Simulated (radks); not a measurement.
All-electron atom: Au II in [Xe] 4f14 5d10 (the NIST ground configuration). Method: scalar-relativistic Kohn-Sham, exchange-only PBE, spin-polarised, spherical densities, finite nucleus; Fermi nuclear charge, rms radius 5.4371 fm; computed with a radial shooting solver on a logarithmic mesh with Libxc functionals. Some entries of the table are withheld. Estimate them.

| orbital | occ. | eigenvalue (eV) | r(max) (bohr) |
|---|---|---|---|
| 1s | 2 | -80750.60 | 0.01042 |
| 2s | 2 | -14254.83 | 0.06018 |
| 2p | 6 | -12328.70 | 0.04981 |
| 3s | 2 | -3370.035 | 0.1697 |
| 3p | 6 | -2811.066 | 0.1690 |
| 3d | 10 | -2212.827 | 0.1376 |
| 4s | 2 | -737.0054 | 0.3827 |
| 4p | 6 | -553.6447 | (1) |
| 4d | 10 | -333.1975 | 0.4103 |
| 5s | 2 | -115.7813 | (2) |
| 4f | 14 | -88.4720 | 0.3755 |
| 5p | 6 | -67.2869 | 0.9530 |
| 5d | 10 | -14.3127 | 1.215 |

Answer. 
(1) 4p r(max) (bohr): 0.4028
(2) 5s r(max) (bohr): 0.8480
